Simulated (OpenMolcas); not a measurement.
Ho2+: CASPT2 settings compared

```
Program             : OpenMolcas
Basis               : ANO-RCC-VTZP [8s7p5d3f2g1h]
Scalar Hamiltonian  : DKH3, point nucleus
Active space        : 11 electrons in 7 orbitals (4f)
State averaging     : 2S+1 = 4 odd, 35 roots (21 in the spin-orbit step); 2S+1 = 2 odd, 35 roots kept (CI in the orbitals of an earlier block)
Spin-orbit coupling : state interaction with AMFI integrals over the reference wave functions, term energies averaged over their components
```

Methods on the same reference wave functions:
A. CASSCF
B. SS-CASPT2, IPEA 0.1 Eh, real shift 0.25 Eh (closed shells correlated: 4d 5s 5p)
C. XMS-CASPT2, IPEA 0.2 Eh, no level shift (closed shells correlated: 5s 5p)
D. XMS-CASPT2, IPEA 0.35 Eh, sigma2 regulariser 0.5 Eh (closed shells correlated: 5s 5p)

Energies in cm-1 above 4f11 4I* 15/2, the measured ground level; measured values from Martin, Zalubas and Hagan, Atomic Energy Levels: The Rare-Earth Elements, NSRDS-NBS 60 (1978); whole-number values converted from NIST levels in rydberg listed in Nahar, Atoms 12, 24 (2024).

```csv
Level,A,B,C,D,Measured
4f11 4I* 15/2,0.0,0.0,0.0,0.0,0.0
4f11 4I* 13/2,5559,5600,5580,5580,5439
4f11 4I* 11/2,9190,9050,9150,9160,8644
4f11 4I* 9/2 [64 %],11581,10990,11350,11380,10770
4f11 4F* 9/2 [66 %],17449,13970,14930,15040,13330
```

Deviations, from unrounded energies. A percentage is the sum of absolute deviations over the sum of measured energies, with the sign that they share, or ± where signs differ.

```csv
Against measurement,Levels,A,B,C,D
mean absolute deviation (cm-1),4,1400,360,710,740
fine structure of the ground term (%),3,+5.9,+3.2,+4.9,+5.1
other terms of the ground configuration (%),1,+30.9,+4.8,+12.0,+12.8
```

B lies closest to measurement on these levels and A furthest from it. The largest miss of B in the table is 4f11 4F* 9/2 [66 %], by +640 cm-1. The ranking rests on the paired levels alone, and a cruder setting can come out closer through cancelling errors.

Among B to D the level of the table that moves most is 4f11 4F* 9/2 [66 %], by 1100 cm-1 (lowest in B, highest in D). Moves below CASPT2's spread within the term are not significant.

The mean deviations of B to D differ by less than CASPT2's widest spread within a term (1200 cm-1), so their order carries little weight.

The lowest spin-free term lies below A's lowest term by 1.492 hartree in B, 1.003 hartree in C, 0.997 hartree in D.

Term energies are means over components that CASPT2 splits; among the terms shown or strongly mixed into the levels shown the widest spread is 1200 cm-1 (4f11 4I*, B). High states are left out of the spin-orbit mixing, which shifts the levels that they would mix with. Without dynamic correlation excited terms often stand tens of per cent too high (terms of higher spin than the ground term too low), and those without a measured partner can miss by more than the paired ones (holds for A). Some levels mix across a computed gap that differs much from the measured one, so their mixing is not that of the real levels (holds for A; C; D). Measured partners are found by configuration, term and J. A level has none where our copy of the source lacks it or the pairing is in doubt (some pairs that miss far off the trend of their configuration count as doubtful), and it then counts in no deviation. Levels of configurations outside the active space are missing. The table leaves out levels that lie high or whose names do not pair safely across all columns.

A share in square brackets marks a mixed level and gives the weight of the term that names it, the lowest over the columns. * marks odd parity.
